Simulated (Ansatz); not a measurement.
```yaml
crystal:
  periodic: [false, false, false]
  atoms:
    - {symbol: C, position_ang: [1.825497, 4.022186, -1.240524]}
    - {symbol: C, position_ang: [-0.029011, 3.037389, 0.542038]}
    - {symbol: Si, position_ang: [0.007215, -0.755846, 1.740805]}
    - {symbol: C, position_ang: [-0.624098, -3.210123, -1.293250]}
    - {symbol: H, position_ang: [2.363686, 5.972196, -2.312628]}
    - {symbol: H, position_ang: [-1.686895, 4.439998, 1.367075]}
    - {symbol: H, position_ang: [2.776698, -1.401154, 3.093000]}
    - {symbol: H, position_ang: [-2.248106, -1.091598, 3.917997]}
    - {symbol: H, position_ang: [-2.680781, -2.802414, -2.266668]}
    - {symbol: H, position_ang: [1.005528, -2.916471, -2.906861]}
    - {symbol: H, position_ang: [-0.571526, -5.414799, -0.597384]}
basis:
  gaussian: {orbitals: "6-31G*"}
magnetization: {spin_polarized: true, initial_magnetization: 1}
hamiltonian: {xc: {name: HSE06}}
scf: {lower_state_search: light}
```

```sh
$ ansatz run in.yaml --threads 4 --pin off --events-out ev --progress --plain --max-ram 10444MiB
```

It prints (some lines left out):

```
Functional definition: HSE06
837 factors; integrals over basis functions are off by at most 4.8e-4 eV
136 factors; integrals over basis functions are off by at most 1.3e-6 eV
mean field evaluation 1: about -11032.2658 eV, gradient 2.8e1 eV
mean field evaluation 2: about -10682.9905 eV, gradient 1.5e2 eV
mean field evaluation 4: about -10928.7991 eV, gradient 1.0e2 eV
mean field evaluation 8: about -11049.5530 eV, gradient 3.4e0 eV
mean field evaluation 16: about -11052.6470 eV, gradient 3.6e-2 eV
mean field evaluation 64: about -11052.5787 eV, gradient 5.8e-1 eV
mean field evaluation 128: about -11052.6421 eV, gradient 9.4e-1 eV
mean field evaluation 192: about -11052.5263 eV, gradient 4.6e-1 eV
mean field -11052.64777741 eV, -406.1773140660 hartree, gradient 9.2e-6 eV, S^2 6.180952; 12 other end points of the search recorded, 0 dependent functions left out
reference -11052.64785924 eV, -406.1773170733 hartree; 20, 19 occupied and 58, 59 virtual orbitals, 837 factors
Total energy: -11052.64785924 eV, -406.1773170733 hartree
```

(1) What is wrong with this run?

## Answers

(1) The coordinates are in bohr but typed as ångström. Self-consistency was reached. The result belongs to that input, not to the molecule as meant.

HSE06 is defined as in plane-wave codes.
